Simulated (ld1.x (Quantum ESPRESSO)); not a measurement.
## What one change does to a pseudopotential (Dy, PAW)

* Element: Dy (Z = 66)
* Generator: ld1.x (Quantum ESPRESSO) 7.5
* Type: PAW
* Functional: LDA (PZ)
* Relativity: scalar-relativistic
* Frozen core: [Kr] 4d10
* Valence charge: 20
* Reference configuration: 4f9 5s2 5p6 5d0 6s0 6p0 (charge +3)
* Partial waves: 5s (bound): rcut 1.60, rcutus 1.80 bohr; 6s (bound, empty): rcut 1.60, rcutus 1.80 bohr; 5p (bound): rcut 1.85, rcutus 2.05 bohr; 6p (bound, empty): rcut 1.85, rcutus 2.05 bohr; 5d (bound, empty): rcut 1.70, rcutus 1.85 bohr; 5d channel at 2.4 Ry: rcut 1.70, rcutus 1.85 bohr; 4f (bound): rcut 1.05, rcutus 1.30 bohr; 4f channel at 1.3 Ry: rcut 1.05, rcutus 1.30 bohr
* Local potential: all-electron potential smoothed inside 1.55 bohr (lloc = -1)
* Core correction: Bessel-smoothed model core, default radius (core density twice the valence density)
* Augmentation charge: PSQ, inside the norm-conserving radii

Change: functional PBE.

Cutoffs: the cutoffs (Ry, on a coarse ladder) from which the occupation-weighted sum of valence levels, in a spherical-Bessel basis at the reference potential, stays within 10 and 1 mRy of its value at 400 Ry; they do not see the model core or the augmentation charge, which bear on the density cutoff. Errors are all-electron minus pseudo energies relative to the spin-unpolarised reference configuration.

Task: What does the change do?

Result: The potential gets neither clearly harder nor softer (110 Ry and 180 Ry → 110 Ry and 180 Ry); the number of tests with a reliable result goes from 9 to 7; of the 7 tests that both files solve, the error grows in 3 and shrinks in 0 by more than 15 % and 0.3 meV (median size 39.8 → 44.1 meV); neither file shows a bound ghost.

| quantity | base | changed |
| --- | --- | --- |
| cutoff, loose | 110 Ry | 110 Ry |
| cutoff, tight | 180 Ry | 180 Ry |
| bound ghosts | none | none |
| error for 4f10 5s2 5p6 5d0 6s2 6p0, meV [ΔE -44.31 → -43.56 eV] | -13 | -17 |
| error for 4f10 5s2 5p6 5d0 6s1 6p0, meV [ΔE -37.86 → -37.33 eV] | -23 | -27 |
| error for 4f10 5s2 5p6 5d0 6s0 6p0, meV [ΔE -25.99 → -25.66 eV] | -42 | -46 |
| error for 4f10 5s1 5p6 5d0 6s2 6p0, meV [ΔE 10.63 → 11.19 eV] | -69 | -76 |
| error for 4f8 5s2 5p6 5d0 6s0 6p0, meV [ΔE 45.05 → 44.69 eV] | +105 | +108 |
| error for 4f10 5s2 5p6 5d0.5 6s1.5 6p0, meV [ΔE -43.01 → -42.26 eV] | -16 | -19 |
| error for 4f10 5s2 5p6 5d0 6s0 6p1, meV [ΔE -34.29 → -33.88 eV] | -40 | -44 |
| s: phases at 2.26 bohr within 0.05 rad from the reference energy up to (Ry; the scan ends near 5) | 2.0 | 1.9 |
| p: phases at 2.26 bohr within 0.05 rad from the reference energy up to (Ry; the scan ends near 5) | to the end of the scan | to the end of the scan |
| d: phases at 2.26 bohr within 0.05 rad from the reference energy up to (Ry; the scan ends near 5) | to the end of the scan | to the end of the scan |
| f: phases at 2.26 bohr within 0.05 rad from the reference energy up to (Ry; the scan ends near 5) | to the end of the scan | to the end of the scan |
| lowest overlap eigenvalue by channel | s 0.22, p 0.08, d 0.71, f 0.86 | s 0.22, p 0.07, d 0.71, f 0.86 |
